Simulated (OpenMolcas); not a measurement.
Ag2+ (d9) among equal point charges was computed by CASSCF with the d shell active (OpenMolcas, ANO-RCC-VDZP on the metal). Its lowest spin-free states, and all those of the highest spin:

```json
{"2S+1": "2", "Degeneracy": "1", "E (cm-1)": "0.0"}
{"2S+1": "2", "Degeneracy": "1", "E (cm-1)": "7536"}
{"2S+1": "2", "Degeneracy": "2", "E (cm-1)": "21510"}
{"2S+1": "2", "Degeneracy": "1", "E (cm-1)": "28566"}
```

Question: Is the site octahedral, tetrahedral or cube-like, axial, or of lower symmetry?

Answer: The states with 2S+1 = 2 have orbital degeneracies 1, 1, 2, 1. There are pairs but no triples, so the site is axial: not cubic, but with a proper or improper axis of order three or more. The run had Ag2+ among 4 point charges of -2.5 e arranged as a square (D4h), 2.08 Å from the ion.

This is an electrostatic model: the charges have no orbitals. No measured value stands beside these numbers.
